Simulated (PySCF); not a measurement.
**Radial density of Ge⁺ (germanium, charge +1)**

B3LYP, [Ar] 3d10 4s2 4p1, 2P determinant. Computed with PySCF 2.14 in x2c-SVPall (5s4p3d, 32 functions), with scalar relativity by spin-free X2C-1e.

```tsv
r (bohr)	4πr²ρ (e/bohr)	4πr²(ρα − ρβ)
0.000690	0.1972	0.0000
0.00116	0.5353	0.0000
0.00195	1.372	0.0000
0.00328	3.246	0.0000
0.00552	7.404	0.0000
0.00929	15.44	0.0001
0.0156	27.62	0.0003
0.0263	38.17	0.0017
0.0442	36.82	0.0070
0.0743	31.80	0.0197
0.125	43.88	0.0232
0.210	36.30	-0.0055
0.354	22.99	0.0274
0.595	27.63	0.0319
1.00	9.615	0.0386
1.68	2.494	0.4062
2.83	0.8332	0.3256
4.76	0.06567	0.0524
8.01	0.0002349	0.0002
```

Densities and radii are taken from the X2C orbitals without a picture-change correction, which distorts them close to the nucleus.

Where is the radial spin density 4πr²(ρα − ρβ) most negative, and why is it negative at all?

Around r = 0.210 bohr, down to -0.0055 e/bohr: exchange with the open shell polarises the paired shells in an unrestricted calculation.
